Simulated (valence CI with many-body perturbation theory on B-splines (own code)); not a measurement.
**E1 transitions of Er19+**

Calculated by valence CI with perturbative core correlation (CI+MBPT): three valence electrons over a frozen Dirac-Fock core [Kr] 4d10, radial functions for each j: 7 s, 7 p, 7 d, 7 f, 4 g, 2 h, with the one-electron correlation potential Σ1 (screened to all orders), the two-electron term Σ2, the three-electron term Σ3, Breit, model QED; selected single and double excitations, second order for the rest, scaled by the run's own slope (own B-spline code, finite nucleus).

No measured levels were compared; by estimate terms of the open shell hold to a few per cent of their energy, and close levels can change places. The list stops below the first excitations out of the core.

Lines 1 to 50 of 559 in falling wavelength, among levels below 133.58 eV, chosen from the strongest by gf and those to the six lowest levels. Wavelengths and rates use the calculated energies, so an error of 2000 cm⁻¹ moves a line at 538.5 Å by 1.1 % and its rate by three times that or more. Electric multipoles are in the length gauge, E1 and E2 with the static RPA response of the core. Weak lines are less certain than strong ones. Lines between different terms over intervals too small for the method are left out, as are lines whose strength nearly cancels. Where a level lies close to another of its J and parity, the split of strength between their lines is uncertain. The highest levels of a list are the least certain.

Levels are named by their leading jj configuration (3d3/2^4 stands for four electrons in 3d with j = 3/2), which in mixed levels can hold well under half, so a name can repeat and another be missing. Letters in brackets count levels of one name in rising energy.

```tsv
λ vac (Å)	Upper	Lower	A (s⁻¹)	log gf	Branch %
538.5	(4f5/2 4f7/2 5p1/2) J=3/2 [a]	(4f7/2^2 5s) J=1/2	1.85e+07	-2.49	0.2
464.5	(4f5/2^2 5p1/2) J=3/2	(4f5/2 4f7/2 5s) J=1/2	5.93e+07	-2.12	0.7
464.4	(4f5/2 4f7/2 5p1/2) J=5/2 [a]	(4f7/2^2 5s) J=3/2	4.77e+07	-2.03	0.5
456.0	(4f5/2 4f7/2 5p1/2) J=11/2 [a]	(4f5/2 4f7/2 5s) J=11/2 [b]	1.27e+07	-2.32	0.1
436.4	(4f5/2^2 5p1/2) J=5/2	(4f5/2 4f7/2 5s) J=3/2 [a]	2.23e+07	-2.42	0.2
430.8	(4f5/2 4f7/2 5p1/2) J=5/2 [a]	(4f5/2 4f7/2 5s) J=3/2 [b]	4.77e+07	-2.10	0.5
427.9	(4f7/2^2 5p1/2) J=13/2	(4f5/2 4f7/2 5s) J=13/2	3.80e+07	-1.84	0.4
424.0	(4f5/2 5s 5p1/2) J=5/2 [a]	(4f5/2 5s^2) J=5/2	8.76e+07	-1.85	58.7
423.1	(4f5/2^2 5p1/2) J=9/2	(4f5/2 4f7/2 5s) J=7/2 [b]	4.00e+07	-1.97	0.5
421.4	(4f5/2 4f7/2 5p1/2) J=9/2 [a]	(4f7/2^2 5s) J=7/2	2.27e+07	-2.22	0.2
418.0	(4f5/2 4f7/2 5p1/2) J=7/2 [a]	(4f5/2 4f7/2 5s) J=5/2 [b]	6.08e+07	-1.89	0.7
417.9	(4f7/2 5s 5p1/2) J=7/2 [a]	(4f7/2 5s^2) J=7/2	1.56e+08	-1.49	15.2
417.3	(4f7/2^2 5p1/2) J=7/2	(4f7/2^2 5s) J=5/2	7.41e+07	-1.81	0.8
416.1	(4f5/2 4f7/2 5p1/2) J=5/2 [a]	(4f5/2 4f7/2 5s) J=3/2 [a]	6.49e+07	-2.00	0.7
415.7	(4f5/2 5s 5p1/2) J=5/2 [b]	(4f7/2 5s^2) J=7/2	1.01e+08	-1.81	3.7
415.3	(4f5/2 4f7/2 5p1/2) J=5/2 [b]	(4f7/2^2 5s) J=3/2	7.44e+07	-1.94	0.8
414.6	(4f5/2^2 5p1/2) J=9/2	(4f5/2 4f7/2 5s) J=9/2 [b]	3.64e+07	-2.03	0.4
412.8	(4f5/2 4f7/2 5p1/2) J=11/2 [a]	(4f7/2^2 5s) J=9/2	1.50e+07	-2.34	0.2
411.6	(4f5/2^2 5p1/2) J=7/2	(4f5/2 4f7/2 5s) J=5/2 [a]	3.61e+07	-2.13	0.4
409.1	(4f5/2 4f7/2 5p1/2) J=7/2 [a]	(4f7/2^2 5s) J=7/2	2.37e+07	-2.32	0.3
408.4	(4f5/2^2 5p1/2) J=1/2	(4f7/2^2 5s) J=3/2	1.07e+08	-2.27	1.2
405.9	(4f5/2 4f7/2 5p1/2) J=7/2 [b]	(4f5/2 4f7/2 5s) J=5/2 [b]	1.52e+07	-2.52	0.2
405.3	(4f5/2 4f7/2 5p1/2) J=5/2 [a]	(4f7/2^2 5s) J=7/2	2.53e+08	-1.43	2.8
404.7	(4f5/2^2 5p1/2) J=9/2	(4f5/2 4f7/2 5s) J=9/2 [a]	5.18e+08	-0.90	5.9
404.2	(4f5/2 4f7/2 5p1/2) J=3/2 [a]	(4f5/2 4f7/2 5s) J=1/2	2.19e+08	-1.67	2.4
404.0	(4f5/2 4f7/2 5p1/2) J=1/2	(4f7/2^2 5s) J=3/2	7.63e+08	-1.43	8.5
403.0	(4f5/2 4f7/2 5p1/2) J=9/2 [b]	(4f7/2^2 5s) J=7/2	1.84e+08	-1.35	2.0
402.5	(4f5/2^2 5p1/2) J=7/2	(4f5/2 4f7/2 5s) J=9/2 [b]	9.47e+07	-1.73	1.0
402.4	(4f5/2 4f7/2 5p1/2) J=11/2 [a]	(4f7/2^2 5s) J=11/2	1.67e+08	-1.31	1.8
402.0	(4f7/2^2 5p1/2) J=9/2	(4f5/2 4f7/2 5s) J=11/2 [b]	1.61e+07	-2.41	0.2
401.5	(4f5/2 4f7/2 5p1/2) J=9/2 [a]	(4f7/2^2 5s) J=11/2	2.95e+08	-1.15	3.2
401.4	(4f5/2 5s 5p1/2) J=7/2	(4f5/2 5s^2) J=5/2	1.16e+09	-0.65	84.7
400.0	(4f5/2 4f7/2 5p1/2) J=7/2 [a]	(4f7/2^2 5s) J=9/2	6.45e+07	-1.91	0.7
398.7	(4f5/2^2 5p1/2) J=5/2	(4f5/2 4f7/2 5s) J=5/2 [a]	4.10e+08	-1.23	4.5
398.6	(4f5/2 5s 5p1/2) J=3/2	(4f5/2 5s^2) J=5/2	1.57e+09	-0.83	85.5
397.5	(4f5/2 4f7/2 5p1/2) J=7/2 [b]	(4f7/2^2 5s) J=7/2	1.22e+08	-1.63	1.3
397.2	(4f7/2 5s 5p1/2) J=9/2	(4f7/2 5s^2) J=7/2	1.67e+09	-0.40	79.8
397.0	(4f7/2 5s 5p1/2) J=9/2	(4f5/2 4f7/2 5p3/2) J=7/2 [d]	9.31e+07	-1.66	4.5
395.8	(4f5/2^2 5p1/2) J=1/2	(4f5/2 4f7/2 5s) J=1/2	1.29e+09	-1.22	14.0
394.9	(4f5/2 4f7/2 5p1/2) J=9/2 [a]	(4f5/2 4f7/2 5s) J=7/2 [b]	3.72e+08	-1.06	4.0
394.2	(4f5/2 4f7/2 5p1/2) J=9/2 [b]	(4f7/2^2 5s) J=9/2	6.10e+07	-1.85	0.7
393.4	(4f5/2^2 5p1/2) J=3/2	(4f5/2 4f7/2 5s) J=5/2 [a]	1.38e+09	-0.89	15.2
393.4	(4f7/2 5s 5p1/2) J=7/2 [a]	(4f5/2 5s^2) J=5/2	7.15e+08	-0.88	69.6
393.1	(4f5/2^2 5p1/2) J=7/2	(4f5/2 4f7/2 5s) J=9/2 [a]	5.25e+08	-1.01	5.6
393.1	(4f7/2^2 5p1/2) J=11/2	(4f7/2^2 5s) J=9/2	2.89e+07	-2.10	0.3
392.9	(4f7/2 5s 5p1/2) J=5/2	(4f7/2 5s^2) J=7/2	1.56e+09	-0.66	66.3
392.7	(4f7/2 5s 5p1/2) J=5/2	(4f5/2 4f7/2 5p3/2) J=7/2 [d]	4.97e+07	-2.16	2.1
391.7	(4f5/2 4f7/2 5p1/2) J=1/2	(4f5/2 4f7/2 5s) J=1/2	1.11e+09	-1.29	12.4
391.4	(4f5/2 5s 5p1/2) J=5/2 [b]	(4f5/2 5s^2) J=5/2	2.17e+09	-0.52	79.4
389.4	(4f5/2^2 5p1/2) J=7/2	(4f5/2^2 5s) J=5/2	2.46e+07	-2.35	0.3
```
